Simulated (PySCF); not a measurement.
Bonds: B1-Cl2 1.767 Å, B1-Cl3 1.755 Å, B1-O4 1.331 Å, O4-C5 1.408 Å. C5 carries H6, H7, H8.

Geometry: PBE0-D3(BJ)/def2-SVP; GIAO shifts from PySCF 2.14.0 with density-fitted response routines, gas phase, non-relativistic, averaged over equivalent atoms.

At PBE0/pcSseg-1 (114 basis functions, 11 s wall time on 1 thread of an Intel Xeon, shared host):
```json
{"atoms": "B1", "δ (ppm)": "32.8"}
{"atoms": "Cl2/Cl3", "δ (ppm)": "147.7"}
{"atoms": "O4", "δ (ppm)": "160.5"}
{"atoms": "C5", "δ (ppm)": "56.4"}
{"atoms": "H6/H7/H8", "δ (ppm)": "3.98"}
```

δ = σ(ref) − σ, references computed at the same level: $^{11}$B (σref 100.73) vs BF3·OEt2; HCl for $^{35}$Cl (σref 943.27); $^{17}$O (σref 334.56) against H2O; TMS for $^{13}$C (σref 184.41), $^{1}$H (σref 31.27).

Predict the values at B3LYP/pcSseg-1 on the same geometry.

Results:


```json
{"atoms": "B1", "δ at B3LYP/pcSseg-1": "34.2", "change": "+1.4"}
{"atoms": "Cl2/Cl3", "δ at B3LYP/pcSseg-1": "144.9", "change": "-2.8"}
{"atoms": "O4", "δ at B3LYP/pcSseg-1": "164.3", "change": "+3.8"}
{"atoms": "C5", "δ at B3LYP/pcSseg-1": "57.0", "change": "+0.6"}
{"atoms": "H6/H7/H8", "δ at B3LYP/pcSseg-1": "4.00", "change": "+0.02"}
```

Shifts are taken against calculated references (same method and geometry level): $^{11}$B (σ = 97.83 ppm) against BF3·OEt2; HCl for $^{35}$Cl (σ = 930.46 ppm); H2O for $^{17}$O (σ = 334.04 ppm); $^{13}$C (σ = 179.24 ppm), $^{1}$H (σ = 31.38 ppm) vs TMS.

The largest change is at O4 (oxygen bonded to C, B). Cost: 114 basis functions, 5.9 s wall time on 1 thread of an Intel Xeon, shared host.

The averaged Cl atoms aren't alike in the static structure (σ from 786 to 805 ppm); the average presumes fast exchange among these sites. Experimental scales use liquid or dissolved standards, which lie at an offset from isolated H2O (liquid H2O: subtract about 36 ppm).
